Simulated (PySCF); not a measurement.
System: CH$_{5}$GeO, net charge 0, doublet state. It need not be the lowest isomer of its formula. 
Geometry from a B3LYP-D3(BJ)/def2-TZVP (Ansatz) optimisation:
```xyz
8

C     -2.0513     0.0176     0.2377
O     -0.8694    -0.5840     0.5121
Ge     0.6611     0.0998    -0.1635
H     -2.0780     1.0898     0.0690
H     -2.9245    -0.5063     0.6010
H      0.6808     1.6046     0.1598
H      1.7623    -0.6773     0.5614
H      0.6675    -0.1386    -1.6819
```
Charge 0, spin multiplicity 2.

Dispersion corrections to the total energy (kcal/mol) from the dftd3 and dftd4 libraries through PySCF: D3(BJ) without and D4 with the three-body term, each with the damping fitted for the functional named.

| functional | D3(BJ) | D4 |
|---|---|---|
| PW6B95 | -1.47 | -2.44 |
| TPSSh | -3.22 | -3.36 |
| HSE06 | -1.85 | -2.14 |
| BHLYP | ___ | -3.35 |
| PBE0 | -2.41 | -2.30 |
| revPBE | ___ | -8.79 |
| BLYP | ___ | -6.15 |

Task: Complete the blanks.

Result: 
- BHLYP, D3(BJ): -3.99
- revPBE, D3(BJ): -6.94
- BLYP, D3(BJ): -6.02
